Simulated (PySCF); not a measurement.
Working with the constants of WO

r²SCAN constants of WO, triplet, unpaired electrons δ ↑↑, a mixture of terms (⟨Lz²⟩ = 4.4) (PySCF, spin-free X2C with a Gaussian nucleus, basis sets W x2c-TZVPPall, O x2c-TZVPPall; masses 183.9509 and 15.9949 u):

* ωe: 1144.2 cm⁻¹
* ωexe: 4.13 cm⁻¹
* Be: 0.43483 cm⁻¹
* αe: 0.00204 cm⁻¹

(1) What force constant and bond length do these constants imply?

(2) Estimate the centrifugal constant D from the Kratzer relation and find the Dunham coefficient a1.

De is left out where the level can put another filling of the metal’s s and d shells below the measured ground configuration, by anything from nothing to about 1 eV. These are scalar-relativistic numbers at best; spin–orbit coupling would shift them, the dissociation energy most. With d or f electrons several states lie close, and the lowest PBE0 determinant need not be the measured ground state.

Results:

(1) Reduced mass μred = 14.715 u; k = 5.8918×10⁻⁷·μred·ωe² (u, cm⁻¹, mdyn/Å) = 11.4 mdyn/Å; Re = √(16.8576/(μred·Be)) (u, cm⁻¹, Å) = 1.623 Å.

(2) D = 4Be³/ωe² = 2.51e-07 cm⁻¹; a1 = −1 − αeωe/(6Be²) = -3.06.
